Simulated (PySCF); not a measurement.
**A series of derivatives of CN1CC[SiH2]S[SiH2]1**

Parent skeleton `[CH3:1][N:2]1[CH2:3][CH2:4][SiH2:5][S:6][SiH2:7]1`; one hydrogen on atom 7 is replaced by X. Hydrogens on one atom are averaged.

- shieldings: GIAO PBE0/pcSseg-1
- GFN2-xTB structure
- code: PySCF
- averaged over atoms made equivalent by symmetry, fast rotation or ring inversion, non-relativistic, single conformer, in vacuum

Scale: $^{13}$C (σref 186.93), $^{29}$Si (σref 349.16), $^{1}$H (σref 31.72) against TMS; $^{15}$N (σref 267.73) vs NH3; $^{33}$S (σref 503.73) vs CS2 (reference shieldings calculated alike).

Parent (X = H): C1 42.9, N2 35.2, C3 53.8, C4 15.9, Si5 -32.4, S6 -278.8, Si7 -28.9, H(C1) 2.68, H(C3) 3.16 ppm. Effects are Δδ = δ(X) − δ(H), positive for deshielding.

(1) Order these by the shift of Si7, most shielded first.
A. X = NHCH3
B. X = N=CH2
C. X = CH3
D. X = CN
E. X = C2H5
F. X = ethynyl

(2) Order these by the shift of H(C3), most shielded first.
A. X = C2H5
B. X = CH3
C. X = CN

Results:

(1) F (-12.7 ppm), D (-10.8 ppm), B (+0.3 ppm), A (+5.2 ppm), C (+18.4 ppm), E (+23.9 ppm).

(2) B (+0.01 ppm), A (+0.13 ppm), C (+0.36 ppm).

Experimental scales use liquid or dissolved standards, which lie at an offset from isolated NH3 (liquid NH3: subtract about 20 ppm).
